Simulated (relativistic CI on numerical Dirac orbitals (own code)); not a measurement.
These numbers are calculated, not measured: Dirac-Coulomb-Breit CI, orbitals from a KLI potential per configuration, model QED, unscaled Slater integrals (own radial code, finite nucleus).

Configurations in the expansion (outside the closed core [Ar] 3d10): 4s2 4p6 4d5, 4s2 4p5 4d6, 4s2 4p6 4d4 4f, 4s 4p6 4d6, 4s2 4p6 4d4 5s, 4s2 4p5 4d5 4f, 4s2 4p6 4d4 5p, 4s 4p6 4d5 4f, 4s2 4p6 4d3 4f 5s, 4s2 4p6 4d4 5d, 4s2 4p6 4d3 5s 5p, 4s2 4p5 4d5 5s, 4s2 4p6 4d4 5f, 4s2 4p6 4d4 6s, 4s2 4p6 4d4 6p, 4s2 4p6 4d4 5g, 4s2 4p6 4d4 6f, 4s2 4p6 4d4 7p, 4p6 4d6 5p, 4p6 4d7, 4p5 4d8, 4p5 4d7 4f, 4s2 4p6 4d3 5s2, 4s2 4p6 4d2 4f 5s2, 4s2 4p5 4d3 4f 5s2, 4s2 4p6 4d2 5s2 5p. Double excitations out of closed p, d and f shells are left out; levels of such configurations are missing from the list, as are those of other unlisted configurations, and high levels can miss mixing partners. These lack a partner that the ground configuration has and come out too high: 4s2 4p5 4d5 5s.

At this charge energies of transitions that change n are usually good to better than 1 %, and those within a shell (Δn = 0) to a few per cent. Terms inside the open d or f shell come out 10 to 20 % too wide with unscaled integrals. Levels and lines within the n = 5 or 6 shells can be off by up to 10 % or somewhat more, and those that change n by about 2 %, since core polarisation is missing.

Outline of the computed level scheme of Ba XVI. Lowest level of each configuration: 4s2 4p6 4d5 6S_5/2 at 0.0000 eV; 4s2 4p5 4d6 6F°_11/2 at 93.0592 eV.

Some strong electric-dipole decays among the lowest 45 levels: 4s2 4p5 4d6 6P°_3/2 → 4s2 4p6 4d5 6S_5/2 (1.2e+10 s⁻¹); 4s2 4p5 4d6 6P°_5/2 → 4s2 4p6 4d5 6S_5/2 (7.5e+09 s⁻¹); 4s2 4p5 4d6 6D°_7/2 → 4s2 4p6 4d5 6S_5/2 (3.9e+09 s⁻¹); 4s2 4p5 4d6 4P°_5/2 → 4s2 4p6 4d5 6S_5/2 (2.8e+09 s⁻¹); 4s2 4p5 4d6 6F°_7/2 → 4s2 4p6 4d5 6S_5/2 (1.7e+09 s⁻¹); 4s2 4p5 4d6 6F°_7/2 → 4s2 4p6 4d5 4G_5/2 (7.8e+08 s⁻¹); 4s2 4p5 4d6 4F°_9/2 → 4s2 4p6 4d5 4G_11/2 (5.3e+08 s⁻¹); 4s2 4p5 4d6 6F°_7/2 → 4s2 4p6 4d5 4G_9/2 (3.3e+08 s⁻¹).

LS names give the leading component of a level, which can be under half, so a name can repeat, a term be missing and a line seem to break the LS rules.
